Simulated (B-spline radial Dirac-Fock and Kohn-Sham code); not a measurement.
# 3p1/2 photoionisation of S²⁺ near threshold

System: S²⁺, configuration 1s2 2s2 2p6 3s2 3p2. The computed 3p1/2 threshold is 33.37 eV; without correlation, outer thresholds are uncertain by 1 to 2 eV. With an open shell the threshold is an average over the terms of the final ion.

Calculated with a B-spline atomic structure program, using a relativistic central-field model (Hartree-Slater potential of the initial state, Latter tail, multipole expansion of the photon field, Dirac-Fock thresholds). Interchannel coupling and autoionising resonances are not included, so magnitudes near threshold are approximate.

```csv
kinetic energy (eV),σ (Mb),β
1.5,0.139,-0.10
1.9,0.137,-0.17
2.3,0.136,-0.24
2.9,0.134,-0.30
3.7,0.134,-0.35
4.6,0.135,-0.38
5.7,0.137,-0.35
7.2,0.141,-0.28
9.0,0.148,-0.14
11.2,0.158,0.05
14.0,0.170,0.27
17.5,0.182,0.51
21.9,0.194,0.73
27.4,0.201,0.94
34.2,0.201,1.11
42.8,0.193,1.26
53.5,0.175,1.37
66.9,0.148,1.46
83.7,0.117,1.53
104.7,0.0861,1.57
130.9,0.0605,1.61
163.6,0.0412,1.62
204.6,0.0276,1.62
255.8,0.0183,1.59
319.9,0.0120,1.57
400.0,0.00759,1.54
```

The cross section has a minimum of 0.13 Mb near 4 eV kinetic energy, a Cooper minimum, where a dipole matrix element changes sign; it needs a radial node in the bound orbital. Its largest value, 0.201 Mb, lies 34 eV above threshold. β ranges from -0.38 (at 4.6 eV) to 1.62.
